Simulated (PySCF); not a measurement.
Molfile (atoms numbered from 1):
```
C7H13
     RDKit          3D

 20 20  0  0  0  0  0  0  0  0999 V2000
    2.1311   -0.2667   -0.0219 C   0  0  0  0  0  0  0  0  0  0  0  0
    0.6868   -0.1205    0.0993 C   0  0  0  0  0  0  0  0  0  0  0  0
   -0.1191   -1.2238    0.6136 C   0  0  0  0  0  0  0  0  0  0  0  0
   -1.4750   -0.8690    1.2213 C   0  0  0  0  0  0  0  0  0  0  0  0
   -2.1886    0.2095    0.4193 C   0  0  0  0  0  0  0  0  0  0  0  0
   -1.3132    1.4454    0.2730 C   0  0  0  0  0  0  0  0  0  0  0  0
    0.0406    1.1089   -0.3502 C   0  0  0  0  0  0  0  0  0  0  0  0
    2.5785    0.3766   -0.7926 H   0  0  0  0  0  0  0  0  0  0  0  0
    2.4668   -1.3109   -0.0890 H   0  0  0  0  0  0  0  0  0  0  0  0
    2.5047    0.1171    0.9554 H   0  0  0  0  0  0  0  0  0  0  0  0
   -0.2650   -1.7993   -0.3371 H   0  0  0  0  0  0  0  0  0  0  0  0
    0.4951   -1.9076    1.2229 H   0  0  0  0  0  0  0  0  0  0  0  0
   -2.0812   -1.7825    1.2944 H   0  0  0  0  0  0  0  0  0  0  0  0
   -1.3098   -0.5260    2.2559 H   0  0  0  0  0  0  0  0  0  0  0  0
   -3.1339    0.4774    0.9124 H   0  0  0  0  0  0  0  0  0  0  0  0
   -2.4645   -0.1790   -0.5768 H   0  0  0  0  0  0  0  0  0  0  0  0
   -1.1346    1.9035    1.2597 H   0  0  0  0  0  0  0  0  0  0  0  0
   -1.8035    2.2156   -0.3384 H   0  0  0  0  0  0  0  0  0  0  0  0
    0.7594    1.9449   -0.3730 H   0  0  0  0  0  0  0  0  0  0  0  0
   -0.0901    0.8607   -1.4351 H   0  0  0  0  0  0  0  0  0  0  0  0
  1  2  1  0
  2  3  1  0
  3  4  1  0
  4  5  1  0
  5  6  1  0
  6  7  1  0
  7  2  1  0
  1  8  1  0
  1  9  1  0
  1 10  1  0
  3 11  1  0
  3 12  1  0
  4 13  1  0
  4 14  1  0
  5 15  1  0
  5 16  1  0
  6 17  1  0
  6 18  1  0
  7 19  1  0
  7 20  1  0
M  CHG  1   2   1
M  END
```

Geometry: PBE0-D3(BJ)/def2-SVP; GIAO absolute shieldings from PySCF 2.14.0 with density-fitted response routines, gas phase, non-relativistic, averaged over equivalent atoms.

At PBE0/pcSseg-1 (184 basis functions, 27 s wall time on 1 thread of an x86-64 server CPU, shared host):
| atoms | σ (ppm) |
| --- | --- |
| C2 | -156.7 |
| C3/C7 | 121.4 |
| C1 | 134.8 |
| C4/C6 | 157.6 |
| C5 | 161.5 |
| H8/H9/H10 | 27.49 |
| H11/H12/H19/H20 | 27.51 |
| H13/H14/H17/H18 | 28.96 |
| H15/H16 | 29.17 |

**Question.** Estimate the result of repeating the calculation with wB97X-D/pcSseg-1.

**Answer.** 
| atoms | σ at wB97X-D/pcSseg-1 | change |
| --- | --- | --- |
| C2 | -158.9 | -2.2 |
| C3/C7 | 123.5 | +2.1 |
| C1 | 135.8 | +1.0 |
| C4/C6 | 159.2 | +1.6 |
| C5 | 162.4 | +0.9 |
| H8/H9/H10 | 27.64 | +0.15 |
| H11/H12/H19/H20 | 27.73 | +0.22 |
| H13/H14/H17/H18 | 29.14 | +0.18 |
| H15/H16 | 29.33 | +0.16 |

The largest change is at C2 (carbocation centre). Cost: 184 basis functions, 36 s wall time on 1 thread of an x86-64 server CPU, shared host. The order of the carbon signals is the same at both levels.
